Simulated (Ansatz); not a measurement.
Gas-phase electronic energies from Ansatz, PBE0-D4/def2-TZVP geometries. CBS: MP2 limit from def2 TZ/QZ plus the TZ coupled-cluster correction, frozen cores. Double bonds are as drawn, so ΔE can hold a change between cis and trans. Functionals use def2-TZVPP. Each species was taken in one conformer, which may not be the lowest.

Consider the ligand exchange at a B–C bond: `B/C([SiH3])=C\Cl` + `N[SiH2]F` → `BN[SiH2]F` + `[SiH3]/C=C/Cl`.

```json
{"level": "r2SCAN", "ΔE (kJ/mol)": "-108.6"}
{"level": "HF/CBS(def2)", "ΔE (kJ/mol)": "-117.7"}
```

(1) What does CCSD(T)/CBS give? (An estimate is asked.)

Largest T1 diagnostic among the species: 0.012.

Results:

(1) Computed: -110.8 kJ/mol. The listed levels differ from it by 2.2, -6.9 kJ/mol.

The D4 term adds +3.9 kJ/mol with B3LYP and +2.1 kJ/mol with PBE0; it sums over pairs of atoms, weighted by their polarisabilities, and B3LYP, whose exchange is more repulsive, gets the larger term. In def2-TZVPP, CCSD(T) changes the Hartree–Fock value by +5.2 kJ/mol (the triples alone add +1.7 kJ/mol) and MP2 by +8.6 kJ/mol.

B3LYP here is the variant with VWN-RPA as its local correlation; programs differ in this.
